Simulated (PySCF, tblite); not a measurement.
Isomers of [C6H14PSi]+ (charge +1), one GFN2-xTB conformer each. Single-point energies are computed at PBE0/pcSseg-1 (PySCF, gas phase, no added dispersion term), electronic only.

Task: Rank them by PBE0/pcSseg-1 energy, lowest first (kcal/mol).
A. `[CH2:1]=[CH:2][P@+:3]1([CH3:4])[CH2:5][CH2:6][C@@H:7]1[SiH3:8]` (charge +1) with C1–C2–P3–C4 -3°, C2–P3–C5–C6 -104°, P3–C5–C6–C7 -11°, C5–C6–C7–Si8 134°, C2–P3–C7–C6 101°
B. `[CH2:1]=[CH:2][C@@H:3]1[C@H:4]([SiH3:5])[CH2:6][P@H+:7]1[CH3:8]` (charge +1) with C1–C2–C3–C4 -122°, C2–C3–C4–Si5 -20°, C3–C4–C6–P7 18°, C4–C6–P7–C8 -136°, C2–C3–P7–C6 138°
C. `[CH3:1][CH2:2][P@H+:3]1[CH2:4][CH:5]=[C:6]([SiH3:7])[CH2:8]1` (charge +1) with C1–C2–P3–C4 180°, C2–P3–C4–C5 108°, P3–C4–C5–C6 8°, C5–C6–C8–P3 -9°, C2–P3–C8–C6 -107°

Result: C (0.0), A (12.4), B (24.8).

As drawn, the highest has a four-membered ring, which the lowest lacks. GFN2-xTB itself gives, in the same order: 0.0, 16.4, 22.4. Both levels put the same isomer lowest; measured from each level's own lowest isomer, the values differ by up to 4.0 kcal/mol (C=C[P@+]1(C)CC[C@@H]1[SiH3]: 16.4 against 12.4).

Task: Which frontier levels and rotational constants go with these structures?

Result: 
| SMILES | HOMO (eV, PBE0/pcSseg-1) | LUMO (eV) | A, B, C (MHz) |
| --- | --- | --- | --- |
| CC[P@H+]1CC=C([SiH3])C1 | -11.66 | -4.25 | 2612, 769.4, 654.3 |
| C=C[P@+]1(C)CC[C@@H]1[SiH3] | -12.57 | -5.49 | 1706, 1135, 892.1 |
| C=C[C@@H]1[C@H]([SiH3])C[P@H+]1C | -11.55 | -4.67 | 1647, 1165, 767.4 |

Task: What happens when harmonic zero-point energies from GFN2-xTB frequencies are added?

Result: 
| SMILES | ZPE (kcal/mol) | electronic (kcal/mol) | with ZPE (kcal/mol) |
| --- | --- | --- | --- |
| CC[P@H+]1CC=C([SiH3])C1 | 109.2 | 0.0 | 0.0 |
| C=C[P@+]1(C)CC[C@@H]1[SiH3] | 109.3 | 12.4 | 12.5 |
| C=C[C@@H]1[C@H]([SiH3])C[P@H+]1C | 108.5 | 24.8 | 24.1 |

The zero-point energies span 0.8 kcal/mol. The order is unchanged.

Task: As an exercise, what shares would exp(−E/RT) give at 2000 K from these electronic energies alone (no entropy, no degeneracies)?

Result: RT = 3.974 kcal/mol: CC[P@H+]1CC=C([SiH3])C1 95.6 %, C=C[P@+]1(C)CC[C@@H]1[SiH3] 4.2 %, C=C[C@@H]1[C@H]([SiH3])C[P@H+]1C 0.2 %.
